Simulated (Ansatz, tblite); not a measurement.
Adding an electron: the cluster Zn₂Se⁺ (the lowest doublet isomer of a short search). Total charge 1; doublet. Geometry: r2SCAN-D4/def2-TZVP. Ansatz, gas phase; energy differences of separate SCF runs; the reduced species is a triplet (the singlet lies 0.45 eV higher at PBE0-D4/def2-TZVP).

```xyz
3

Zn   -0.167    0.063   -1.940
Zn    0.443   -0.854    1.694
Se   -0.276    0.790    0.246
```

The xTB rows come from tblite. The structure comes from a short search, and lower isomers may exist.

| level | −HOMO (eV) | −LUMO (eV) | vertical EA (eV) | HOMO–LUMO gap (eV) |
| --- | --- | --- | --- | --- |
| GFN1-xTB | – | – | 11.13 | – |
| GFN2-xTB | – | – | 11.98 | – |
| PBE-D4/def2-TZVP | 10.13 | 9.64 | 7.14 | 0.49 |
| r2SCAN-D4/def2-TZVP | 10.35 | 9.79 | 7.42 | 0.56 |
| PBE0-D4/def2-TZVP | 10.62 | 9.04 | 7.27 | 1.58 |

  HOMO and LUMO are the levels of the spin that leaves or enters (xTB has no such levels and no spin-polarisation term). Other spin states of the ions may lie lower, which would lower the ionisation energy or raise the affinity. Raw xTB energy differences between charge states are shifted by several eV; the methods need an empirical correction for them.
